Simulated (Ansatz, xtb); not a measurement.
## C5H3F3O: which of two isomers lies lower

Structure I is `O=CC#CCC(F)(F)F`, a singlet and structure II is `C#C[C@@H](C=O)C(F)(F)F`, a singlet. Both are isolated molecules in the gas phase, relaxed with B3LYP/def2-SVP, each in the lowest conformer that the search found.

I (Å):

```xyz
12

C     1.6088    3.3678    0.4622
C     0.7224    2.2743    0.1077
C    -0.0126    1.3420   -0.1497
C    -0.8988    0.2377   -0.4891
C    -1.0750   -0.7887    0.6259
F    -1.9045   -1.7624    0.2193
F     0.0905   -1.3555    0.9633
F    -1.5989   -0.2355    1.7273
O     1.8795    4.2895   -0.2712
H     2.0348    3.2925    1.4932
H    -0.5187   -0.2981   -1.3749
H    -1.9005    0.6183   -0.7497
```

II (Å):

```xyz
12

C    -0.5659    1.9906    0.4294
C    -0.4324    0.8259    0.1291
C    -0.2527   -0.5590   -0.2991
C     0.4679   -0.5778   -1.6674
C     0.5281   -1.3909    0.7265
F     1.7519   -0.8848    0.9391
F     0.6801   -2.6455    0.2725
F    -0.1069   -1.4491    1.8998
O    -0.0554   -0.9639   -2.6732
H    -0.6895    3.0205    0.7091
H    -1.2267   -1.0546   -0.4432
H     1.5103   -0.1756   -1.6422
```

Quicker runs give these differences E(II) − E(I): GFN2-xTB +7.4 kcal/mol; HF/STO-3G +7.1 kcal/mol (at GFN2-xTB geometries); r2SCAN-D4/def2-SVP +7.1 kcal/mol (at GFN2-xTB geometries).

Task: Estimate E(II) − E(I) at the level CCSD(T)/def2-SVP + ΔMP2/def2-TZVPP.

Result: Calculated at CCSD(T)/def2-SVP + ΔMP2/def2-TZVPP: E(II) − E(I) = +4.2 kcal/mol, so structure I lies lower.

How the difference moves with the method:

| level | geometry | E(II) − E(I) (kcal/mol) | departure from the last row (kcal/mol) | job, with rough time for the two |
| --- | --- | --- | --- | --- |
| GFN2-xTB | GFN2-xTB | +7.4 | +3.1 | optimisation, 0.14 s |
| HF/STO-3G | GFN2-xTB | +7.1 | +2.9 | single point, 0.44 s |
| r2SCAN-D4/def2-SVP | GFN2-xTB | +7.1 | +2.8 | single point, 2.9 s |
| B3LYP/def2-SVP | B3LYP/def2-SVP | +7.8 | +3.5 | optimisation, 42 s |
| HF/def2-SVP | B3LYP/def2-SVP | +6.2 | +1.9 | part of the CCSD(T) run |
| MP2/def2-SVP | B3LYP/def2-SVP | +4.6 | +0.4 | part of the CCSD(T) run |
| CCSD(T)/def2-SVP | B3LYP/def2-SVP | +4.3 | +0.1 | single point |
| CCSD(T)/def2-SVP + ΔMP2/def2-TZVPP | B3LYP/def2-SVP | +4.2 |  | single point, 67 s |

As drawn, both hold the same kinds of bond in the same numbers.

None of the levels shown reverses the order. The largest departure from CCSD(T)/def2-SVP + ΔMP2/def2-TZVPP is that of B3LYP/def2-SVP, 3.5 kcal/mol. The last row adds to CCSD(T) the change of the MP2 difference between the two basis sets, here −0.1 kcal/mol.

With thermal terms from frequencies at re-optimised GFN2-xTB minima (ideal gas, soft modes damped towards free rotors, one conformer each, 298.15 K, 1 atm): the zero-point term adds −0.3 kcal/mol; ΔH is +3.8 and ΔG +4.3 kcal/mol.

The correlated steps freeze 9 core orbitals. Mirror images aren't counted in ΔG. Codes used: Ansatz 0.2.0, xtb 6.7.1; the last row on 2 threads of Intel(R) Xeon(R) 6975P-C (Granite Rapids) on a shared host.
